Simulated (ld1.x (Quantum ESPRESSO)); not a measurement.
# What the settings do to the TM potential of lanthanum

Base potential:

- Element: La (Z = 57)
- Generator: ld1.x (Quantum ESPRESSO) 7.5
- Type: norm-conserving Troullier–Martins (Kleinman–Bylander form)
- Functional: PBEsol
- Relativity: scalar-relativistic
- Frozen core: [Kr] 4d10
- Valence charge: 11
- Reference configuration: 4f0 5s2 5p6 5d1 6s1 6p0 (charge +1)
- Partial waves: 5s (bound): rc 2.40 bohr; 5d (bound): rc 3.25 bohr; 4f (bound, empty): rc 0.85 bohr; 5p (bound): rc 2.40 bohr
- Local potential: the p channel
- Core correction: a·sin(br)/r model core inside 0.40 bohr

Occupied shells without a wave of their own: 6s. They enter only through the test configuration that unscreens the potential, and ld1.x also counts them in the model core charge.

Cutoffs, loose and tight: the cutoffs (Ry, on a coarse ladder) from which the occupation-weighted sum of valence levels, in a spherical-Bessel basis at the reference potential, stays within 10 and 1 mRy of its value at 400 Ry. They do not see the model core or the augmentation charge, which bear on the density cutoff. Test errors are all-electron minus pseudo excitation energies from the reference, over the configurations 4f0 5s2 5p6 5d1 6s2 6p0; 4f0 5s2 5p6 5d1 6s0 6p0; 4f0 5s2 5p6 5d0 6s0 6p0; 4f0 5s2 5p6 5d1 6s0 6p1; 4f0 5s2 5p6 5d0 6s2 6p0; 4f1 5s2 5p6 5d0 6s2 6p0; 4f0 5s2 5p6 5d1.5 6s1.5 6p0. A dash means not determined; rows that change the core or the reference have their own tests. The largest error is taken over the tests solved by every variant that gives reliable tests at all: 4f0 5s2 5p6 5d0 6s0 6p0; 4f0 5s2 5p6 5d0 6s2 6p0; 4f0 5s2 5p6 5d1 6s0 6p0; 4f0 5s2 5p6 5d1 6s2 6p0; 4f0 5s2 5p6 5d1.5 6s1.5 6p0.

With those shells counted twice in exchange and correlation these files are broken, and their errors move erratically; no question is asked of them.

For the base: The cutoffs count occupied waves only; the empty 4f level needs 300 Ry at the loose tolerance.

A true bound ghost makes a file unfit for plane-wave use even where its test errors are small: the radial tests pick states by their node count and pass the ghost by. Where a test does run into it, the solver fails or the error is huge.

| change | outcome | cutoff, loose | cutoff, tight | bound ghosts | largest test error (meV) |
| --- | --- | --- | --- | --- | --- |
| base | generated, misses its reference levels by 0.37 eV | 25 Ry | 35 Ry | none | -478 |
| core [Xe], valence charge 3; reference 4f0 5d1 6s2 6p0; waves now 6s (bound): rc 2.90 bohr; 6p (bound): rc 3.55 bohr; 4f (bound): rc 1.15 bohr; 5d (bound): rc 2.95 bohr; local potential the d channel; core correction a·sin(br)/r model core inside 0.65 bohr | generated | 10 Ry | 18 Ry | s, p | -1284 over the solved tests; 1 of 7 tests not solved or not reliable |
| reference 4f0 5s2 5p6 5d1 6s2 6p0 | generated, misses its reference levels by 0.27 eV | 25 Ry | 35 Ry | none | +356 over the solved tests; 2 of 7 tests not solved or not reliable |
| local potential the f channel | generated, misses its reference levels by 0.16 eV | 140 Ry | 230 Ry | s, p, d | -639 |
| core correction a·sin(br)/r model core inside 0.38 bohr | generated, misses its reference levels by 0.37 eV | 25 Ry | 35 Ry | none | -478 |
| functional revPBE | generated, misses its reference levels by 0.39 eV | 25 Ry | 35 Ry | none | +572 |
| wave 5s (bound): rc 2.40 bohr becomes 5s (bound): rc 2.50 bohr | generated, misses its reference levels by 0.33 eV | 21 Ry | 35 Ry | none | -428 |
| wave 5p (bound): rc 2.40 bohr becomes 5p (bound): rc 2.50 bohr | generated, misses its reference levels by 0.24 eV | 25 Ry | 35 Ry | none | -316 |
| type RRKJ; local potential the s channel | generated, misses its reference levels by 1.10 eV | 25 Ry | 35 Ry | none | -2382 |
| wave 5d (bound): rc 3.25 bohr becomes 5d (bound): rc 2.66 bohr | generated, misses its reference levels by 0.37 eV | 25 Ry | 35 Ry | none | -479 |
